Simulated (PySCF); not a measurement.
Run times: thulium in x2c-SVPall-2c

Measured wall times of calculations with PySCF 2.14 in x2c-SVPall-2c (7s10p9d3f1g, 112 functions), with two-component X2C-1e, run from one Python driver. Hardware: 1 thread of AMD EPYC 9R45 on a shared host, 1.3 GiB allowed. The two-electron integrals over 112 functions were computed once and kept in memory (10 CPU seconds with the set-up); the times below exclude them.

Launch command (the driver calls PySCF for each step listed in the task file):

```bash
OMP_NUM_THREADS=1 python sorun2.py TASK.json OUT
```

```csv
species,step,iterations,wall time (s)
Tm³⁺ [Xe] 4f12,"GHF, spin-free",7,5
Tm³⁺ [Xe] 4f12,"GMP2 (38 electrons), spin-free",,3
Tm³⁺ [Xe] 4f12,"GHF, screened spin-orbit",10,11
Tm³⁺ [Xe] 4f12,"GMP2 (38 electrons), screened spin-orbit",,2.6
Tm⁴⁺ [Xe] 4f11,"GHF, spin-free",7,4.8
Tm⁴⁺ [Xe] 4f11,"GMP2 (37 electrons), spin-free",,2.4
Tm⁴⁺ [Xe] 4f11,"GMP2 (37 electrons), screened spin-orbit",,2.5
```

(1) Roughly how long does GHF, screened spin-orbit take for Tm⁴⁺ [Xe] 4f11 here?

Peak memory of the process: 0.58 GiB. Times on a shared host vary from run to run.

## Answers

(1) About 13 s.
